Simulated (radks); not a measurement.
The holmium ion Ho+, 66 electrons, occupied as [Xe] 4f10.5 5d1.5 (fractional occupations, a model configuration). Method: scalar-relativistic Kohn-Sham, SCAN, spin-unpolarised, spherical densities, finite nucleus; meta-GGA in the generalised Kohn-Sham scheme; Fermi nuclear charge, rms radius 5.2022 fm; computed with a radial shooting solver on a logarithmic mesh with Libxc functionals.

Normalised radial functions P(r) = r R(r), r in bohr:

```
   r/bohr * 4s, o 5p, + 4f (the largest magnitude, 1.55, reaches the edge; | marks zero, & curves that meet)
0.0007517                             & *
 0.001019                             & *
  0.00137                             &  *
 0.001856                             &  *
 0.002516                             &   *
 0.003409                             &    *
 0.004584                             &     *
 0.006212                             &      *
 0.008419                             +o     *
  0.01132                             +o     *
  0.01534                             + o   *
  0.02079                             + o*
  0.02818                           * +  o
  0.03788                      *      +   o
  0.05134                  *          +   o
  0.06958                   *         |+o
  0.09355                          * o|+
   0.1268                         o   |  +     *
   0.1718                        o    |     +          *
   0.2329                           o |        *+
   0.3131                  *          |   o          +
   0.4243  *                          |       o          +
   0.5751   *                         |   o              +
   0.7732               *       o     |                +
    1.048               o         *   |            +
     1.42             o              *|       +
    1.925                  o          *    +
    2.588                       o     * +
    3.507                           o *+
    4.753                             &
     6.39                             &
    8.661                             &
```

4s: eigenvalue -425.93 eV, 3 radial nodes at r = 0.0251, 0.100, 0.270 bohr, <r> = 0.518 bohr, 90 % of the charge inside 0.744 bohr. 5p: eigenvalue -32.814 eV, 3 radial nodes at r = 0.0894, 0.262, 0.660 bohr, <r> = 1.51 bohr, 90 % of the charge inside 2.23 bohr. 4f: eigenvalue -10.878 eV, 0 radial nodes, <r> = 0.824 bohr, 90 % of the charge inside 1.43 bohr.
